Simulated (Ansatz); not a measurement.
Ansatz (an electronic-structure program) input:
A basis named .json is the Basis Set Exchange file of that set.

Ansatz 0.2 input:
```yaml
crystal:
  periodic: [false, false, false]
  atoms:
    - {symbol: Si, position_ang: [-0.02582869, -0.13793451, 0.08542604]}
    - {symbol: O, position_ang: [-0.27133170, -1.44900926, 0.89740510]}
    - {symbol: N, position_ang: [-1.48841484, 0.70531776, -0.50142661]}
    - {symbol: N, position_ang: [0.84318350, 1.16530060, 0.94625399]}
    - {symbol: N, position_ang: [0.93713549, -0.31174475, -1.41027402]}
    - {symbol: H, position_ang: [-2.31721530, 0.14489133, -0.34381413]}
    - {symbol: H, position_ang: [-1.61619756, 1.59323093, -0.03259443]}
    - {symbol: H, position_ang: [1.76137833, 1.32158452, 0.55000225]}
    - {symbol: H, position_ang: [0.95880131, 0.93739008, 1.92631469]}
    - {symbol: H, position_ang: [0.37387322, -0.14287968, -2.23413204]}
    - {symbol: H, position_ang: [1.32828609, -1.24317529, -1.48285525]}
basis:
  gaussian:
    orbitals: cc-pwCVTZ.json
total_charge: -1
magnetization: {spin_polarized: false}
correlation: {method: ccsd_t, frozen_orbitals: {H: 0, N: 0, O: 0, Si: 1}}
```

Question: Which total energy does the run end on?

Answer: -532.46526 Eh (CCSD(T,core; 1s of Na to Cl frozen)/cc-pwCVTZ).

It need not be the lowest isomer of its formula. Whether it binds its extra electron was not tested at this geometry.
